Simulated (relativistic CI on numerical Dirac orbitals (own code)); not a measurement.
**Os⁴⁺: 4f photoemission**

Computed with this model: Dirac-Coulomb-Breit CI, orbitals from a KLI potential per configuration, a model potential for QED, valence Slater integrals scaled by 0.7, multiplet model of photoemission in the sudden approximation; configurations [Xe] 4f14 5d4 → [Xe] 4f13 5d4; 80 K; Lorentzian 0.17 eV and Gaussian 0.5 eV FWHM. Energies are those of the free ion, without screening or charge transfer. The energies are binding energies and can lie tens of eV above those of solids. S is read from ⟨S²⟩ = S(S + 1).

Field parameters in Wybourne normalisation: Oh B⁴₀ = 21Dq, B⁴₄ = √(5/14) B⁴₀. The field is a parameter set, without covalency.

Computed curve for Oh, 10Dq = 8500 cm⁻¹, scaled to 100 at the maximum (points under 2 are left out and the grid is thinned):

(Energy (eV), Intensity): (106.1, 2.4), (106.2, 3.1), (106.3, 4.3), (106.4, 6.4), (106.5, 10.5), (106.6, 18.2), (106.7, 31.5), (106.8, 51.2), (107.0, 93.0), (107.1, 100.0), (107.2, 91.7), (107.3, 72.1), (107.4, 49.6), (107.5, 31.0), (107.6, 18.9), (107.7, 12.2), (107.8, 8.9), (107.9, 7.3), (108.0, 6.4), (108.1, 6.1), (108.2, 6.3), (108.3, 7.0), (108.4, 8.1), (108.6, 10.6), (108.7, 11.4), (108.8, 11.9), (108.9, 12.3), (109.0, 12.6), (109.1, 12.6), (109.2, 12.2), (109.3, 11.3), (109.4, 10.5), (109.5, 10.0), (109.6, 10.4), (109.7, 11.7), (109.8, 14.2), (109.9, 17.8), (110.1, 27.7), (110.2, 33.4), (110.3, 38.7), (110.4, 42.5), (110.5, 43.6), (110.6, 41.3), (110.7, 36.3), (110.8, 29.7), (110.9, 23.1), (111.0, 17.3), (111.1, 12.8), (111.2, 9.4), (111.3, 7.2), (111.4, 5.7), (111.5, 4.8), (111.7, 3.7), (111.8, 3.5), (111.9, 3.3), (112.0, 3.2), (112.1, 3.0), (112.2, 2.8), (112.3, 2.5), (112.4, 2.2)

The ground state has S = 1.52, and the centroid lies at 108.57 eV.
